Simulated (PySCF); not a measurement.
Computed IR spectrum (relative IR intensity) of a molecule C5H7F. Coordinates come from a PBE-D3(BJ)/def2-SVP optimisation. One conformer was computed; it need not be the lowest. All values below come from PBE-D3(BJ)/def2-SVP run with PySCF. No scaling factor is applied to the harmonic values.

```json
[
 {"ν (cm⁻¹)": "181", "relative intensity": "3.1"},
 {"ν (cm⁻¹)": "300", "relative intensity": "3.4"},
 {"ν (cm⁻¹)": "416", "relative intensity": "4.5"},
 {"ν (cm⁻¹)": "559", "relative intensity": "5.1"},
 {"ν (cm⁻¹)": "651", "relative intensity": "2.1"},
 {"ν (cm⁻¹)": "760", "relative intensity": "5.0"},
 {"ν (cm⁻¹)": "842", "relative intensity": "33"},
 {"ν (cm⁻¹)": "910", "relative intensity": "18"},
 {"ν (cm⁻¹)": "920", "relative intensity": "4.0"},
 {"ν (cm⁻¹)": "945", "relative intensity": "16"},
 {"ν (cm⁻¹)": "1003", "relative intensity": "5.0"},
 {"ν (cm⁻¹)": "1055", "relative intensity": "21"},
 {"ν (cm⁻¹)": "1111", "relative intensity": "100"},
 {"ν (cm⁻¹)": "1154", "relative intensity": "9.5"},
 {"ν (cm⁻¹)": "1175", "relative intensity": "7.0"},
 {"ν (cm⁻¹)": "1207", "relative intensity": "6.6"},
 {"ν (cm⁻¹)": "1274", "relative intensity": "6.5"},
 {"ν (cm⁻¹)": "1318", "relative intensity": "56"},
 {"ν (cm⁻¹)": "1339", "relative intensity": "8.2"},
 {"ν (cm⁻¹)": "1392", "relative intensity": "13"},
 {"ν (cm⁻¹)": "1398", "relative intensity": "2.1"},
 {"ν (cm⁻¹)": "1406", "relative intensity": "26"},
 {"ν (cm⁻¹)": "1677", "relative intensity": "12"},
 {"ν (cm⁻¹)": "2956", "relative intensity": "39"},
 {"ν (cm⁻¹)": "2960", "relative intensity": "36"},
 {"ν (cm⁻¹)": "2975", "relative intensity": "56"},
 {"ν (cm⁻¹)": "3030", "relative intensity": "10"},
 {"ν (cm⁻¹)": "3038", "relative intensity": "17"},
 {"ν (cm⁻¹)": "3072", "relative intensity": "12"},
 {"ν (cm⁻¹)": "3115", "relative intensity": "17"}
]
```

Task: Which structure fits?
A) CC1=CC[C@@H]1F
B) FC1=CCCC1
C) C=C/C(F)=C\C
D) C#CC(C)(C)F

Result: A, CC1=CC[C@@H]1F
